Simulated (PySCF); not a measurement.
C3H7ClOSi, SMILES O=CCC[SiH2]Cl.

Coordinates come from a PBE0-D3(BJ)/def2-SVP optimisation. The structure was generated by enumeration, and PubChem lists no compound with its InChIKey, so it may never have been made. Other conformers were not sampled.

The numbers are results of SMD-ωB97X/6-31G* in PySCF, not measurements.

Solvation free energies are E(SMD) − E(gas) at the gas-phase geometry, for 1 M in both phases. In vacuum the dipole moment is 4.89 D.

```tsv
solvent	ΔG(solv) (kcal/mol)	its non-electrostatic (CDS) part	dipole (D)
water	-3.9	4.1	6.32
cyclohexanone	-7.5	-1.4	6.09
toluene	[?]	[?]	[?]
```

Task: Complete the blanks. (Estimate from the structure and the level; the computed values follow.)

Result: 
- toluene, ΔG(solv) (kcal/mol): -5.8
- toluene, its non-electrostatic (CDS) part: -2.6
- toluene, dipole (D): 5.51
